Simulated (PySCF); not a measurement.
Choosing a molecule for a target property.

All species are isolated and taken at one optimised geometry, non-relativistic unless stated; the electronic structure was computed with PySCF and density fitting.

The conformers computed, where there is a choice (atom-mapped SMILES and torsion angles):
- `[CH3:1][C:2]#[C:3][CH2:4][Si@@H:5]([SH:6])[CH:7]([F:8])[F:9]`: C3–C4–Si5–S6 178°, C4–Si5–C7–F8 -57°, H–S6–Si5–C4 140°
- `[CH3:1][C:2]1([SiH:3]([F:4])[F:5])[CH2:6][C:7](=[S:8])[CH2:9]1`: C1–C2–Si3–F4 177°
- `[CH3:1][NH:2][C@@:3]([CH3:4])([SiH2:5][CH3:6])[CH:7]([F:8])[F:9]`: C1–N2–C3–C4 62°, N2–C3–Si5–C6 61°, N2–C3–C7–F8 -157°
- `[CH3:1][C@H:2]([Cl:3])/[C:4](=[CH:5]\[O:6][SiH3:7])[CH:8]([Cl:9])[Cl:10]`: C1–C2–C4–C5 -116°, C4–C5–O6–Si7 -176°, C2–C4–C8–Cl9 138°
- `[F:1][C@@H:2]1[CH2:3][C@:4]1([F:5])[C@@H:6]1[CH2:7][SiH2:8][S:9]1`: C3–C4–C6–C7 -174°

Question: Wanted: HOMO energy below -7 eV (PBE0/pcSseg-1) and dipole moment below 3 D (PBE0/pcSseg-1), at GFN2-xTB geometries. Which candidate meets both?
A. `CC1([SiH](F)F)CC(=S)C1`
B. `S[Si@H](CC#CC)C(F)F`
C. `F[C@@H]1C[C@]1(F)[C@@H]1C[SiH2]S1`
D. `C[C@H](Cl)/C(=C\O[SiH3])C(Cl)Cl`
E. `CN[C@@](C)([SiH2]C)C(F)F`

Answer: B. Computed values:
| species | HOMO energy | dipole moment |
| --- | --- | --- |
| S[Si@H](CC#CC)C(F)F | -7.35 eV | 2.76 D |
| C[C@H](Cl)/C(=C\O[SiH3])C(Cl)Cl | -7.10 eV | 3.51 D |
| F[C@@H]1C[C@]1(F)[C@@H]1C[SiH2]S1 | -6.82 eV | 1.27 D |
| CN[C@@](C)([SiH2]C)C(F)F | -6.68 eV | 2.08 D |
| CC1([SiH](F)F)CC(=S)C1 | -6.55 eV | 3.13 D |
